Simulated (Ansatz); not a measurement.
Molecule: 2-methylidenebut-3-enylsilane, C5H10Si (charge 0, singlet). 
Geometry from a B3LYP-D3(BJ)/def2-TZVP (Ansatz, a first-principles code) optimisation:
SMILES: C=CC(=C)C[SiH3]
```xyz
16

C     -1.4169     1.6306    -0.8536
C     -1.5719     0.3150    -0.7037
C     -0.5087    -0.6746    -0.5258
C     -0.8329    -1.9673    -0.3892
C      0.9217    -0.2149    -0.4668
Si     1.4438     0.3647     1.2570
H     -2.2720     2.2804    -0.9814
H     -0.4460     2.1076    -0.8502
H     -2.5777    -0.0937    -0.7120
H     -1.8658    -2.2903    -0.4027
H     -0.0794    -2.7331    -0.2582
H      1.1074     0.5896    -1.1818
H      1.5878    -1.0366    -0.7382
H      0.5702     1.4515     1.7527
H      2.8417     0.8616     1.2100
H      1.3737    -0.7764     2.1991
```

Basis-set convergence of Hartree-Fock and CCSD correlation energies (hartree) with Ansatz. Correlated levels leave the core frozen unless marked. Spin-orbit coupling is left out. No relativistic terms.

The Hartree-Fock reference is unstable (checked in the largest basis), which strains HF and MP2. 

```
basis            functions       E(HF)  E(corr, CCSD)
---------------  ---------  ----------  -------------
aug-cc-pV(D+d)Z        237  -484.07888       -0.88740
aug-cc-pV(T+d)Z        515           …              …
```

Question: Complete the blanks.

Answer: 
- aug-cc-pV(T+d)Z, E(HF): -484.13832
- aug-cc-pV(T+d)Z, E(corr, CCSD): -1.02713
